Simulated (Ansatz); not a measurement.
Ligand exchange: C3H7Br + SiH2(SiH3)Br → C3H10Si + SiH2Br2

Species: C3H7Br `CC(C)Br`, singlet; SiH2(SiH3)Br, singlet; C3H10Si `CC(C)[SiH3]`, singlet; SiH2Br2 (dibromosilane) `Br[SiH2]Br`, singlet. The partners trade Br for SiH3: C–Br and Si–SiH3 bonds give way to C–SiH3 and Si–Br.

Shapes, held fixed at every level: PBE0-D4/def2-TZVP. Programs: Ansatz 0.2.0. The zero-point and thermal change to 298 K, harmonic and unscaled (PBE0-D4/def2-TZVP), is +0.9 kJ/mol.

| level | kind | ΔH(298 K) (kJ/mol) | less CCSD(T)/def2-TZVPP |
| --- | --- | --- | --- |
| HF/def2-SVP | Hartree–Fock | -117.0 | -8.5 |
| PBE-D4/def2-TZVPP | GGA | -99.7 | +8.8 |
| PBE0-D4/def2-TZVPP | global hybrid | -106.3 | +2.2 |
| MP2/def2-TZVPP | perturbation theory | -118.7 | -10.2 |
| CCSD(T)/def2-SVP | coupled cluster or CI | -109.6 | -1.1 |
| CCSD/def2-SVP | coupled cluster or CI | -111.4 | -2.9 |
| CCSD(T)/def2-TZVPP | coupled cluster or CI | -108.5 | 0.0 |

The highest level, CCSD(T)/def2-TZVPP, gives ΔH(298 K) = -108.5 kJ/mol; the levels span -118.7 to -99.7. The column of differences is taken from that level and isn't an error. No measured value is set beside it here. Relativity is left out for Br. Outer-core shells of Br are correlated, in sets that cover them unevenly.
